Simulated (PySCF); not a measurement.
Calculated NMR parameters of O=CCB(F)F

```yaml
Formula: C2H3BF2O
SMILES: O=CCB(F)F
Point_group_of_the_computed_structure: C1
Carbon_signals: 2
Proton_signals: 2
```

Bonds (- single, = double, # triple, : aromatic): O1=C2 1.200 Å, C2-C3 1.504 Å, C3-B4 1.569 Å, B4-F5 1.316 Å, B4-F6 1.320 Å. C2 carries H7; C3 carries H8, H9.

Calculated, not measured (PySCF): coordinates at the PBE0-D3(BJ)/def2-SVP level, σ from GIAO-KT3/pcSseg-2, B3LYP/pcJ-1 coupling constants. Non-relativistic, gas phase, rapidly exchanging positions averaged, single conformer.

Shifts are taken against calculated references (same method and geometry level): 1H (σref 31.35) and 13C (σref 181.31) against TMS; 19F (σref 146.91) against CFCl3; 11B (σref 98.64) vs BF3·OEt2; 17O (σref 323.80) vs H2O.

| carbon | δC, type | δH (multiplicity, J in Hz) | HMBC from (abs. J ≥ 3 Hz) | span of the C tensor (ppm) |
| --- | --- | --- | --- | --- |
| C2 | 188.2, CH | 10.02 (tt, 5.2, 1.8) | H8/H9 | 183 |
| C3 | 36.0, CH2 | 2.46 (td, 5.9, 5.2) | H7 | 64 |

Other nuclei:
```tsv
atoms	nucleus	environment	δ (ppm)	σ (ppm)
F5/F6	19F	fluorine bonded to B	-89.4	236.3
B4	11B	boron bonded to C, 2 F	23.2	75.4
O1	17O	aldehyde oxygen	628.2	-304.4
```

Selected couplings (Hz, signed; the shortest-range and largest first, 30 at most; isotopes 13C, 1H, 11B, 19F): 1J(C2,H7) 183.0, 1J(B4,F5) -140.1, 1J(C3,H8) 130.6, 1J(C3,B4) 75.2, 1J(C2,C3) 38.6, 2J(C3,F5) 23.3, 2J(B4,H8) -9.8, 2J(C2,B4) -2.3, 3J(F5,H8) 5.9, 3J(H7,H8) 5.2, 3J(C2,F5) 1.8, 4J(F5,H7) 1.8.

1. δC 188.2: aldehyde carbonyl carbon; low-lying n→π* states of the double bond to the heteroatom give a large paramagnetic term (-255 ppm).
2. δC 36.0: sp3 CH2 bonded to B, α to a carbonyl; α to the electron-withdrawing carbonyl group.
3. δH 10.02: hydrogen on an aldehyde carbonyl carbon; the formyl region, downfield of aromatic protons.
4. δH 2.46: hydrogen on an sp3 CH2 bonded to B, α to a carbonyl; α to C=O.
5. The protons at 10.02 and 2.46 share a coupling of 5.2 Hz (vicinal).

A carbon bonded to boron is broadened by the quadrupolar boron nucleus and is often missing from a measured spectrum. Splittings below 1 Hz are ignored in the labels, and close J values are merged. Unscaled 3J(H,H) at this level run about 10 % above measured values. Shifts are as computed, not scaled to solution data. Of 1211 compounds with measured shifts, 218 miss one by over three times the rms of a fit or turn the order of signals round; such compounds aren't used in these exercises. Couplings across =CH–CH2 type bonds come from one rotamer and its mirror image, and can be 1–2 Hz further off. Unscaled 19F shifts against computed CFCl3 carry errors that often reach 10 to 50 ppm. Unscaled 17O shifts of doubly bonded oxygen tend to come out too high, by tens of ppm or more. Experimental scales use liquid or dissolved standards, which lie at an offset from isolated H2O (liquid H2O: subtract about 36 ppm). Vicinal couplings across rotatable single bonds and in flexible rings belong to the one computed conformer; a conformer average would change them.
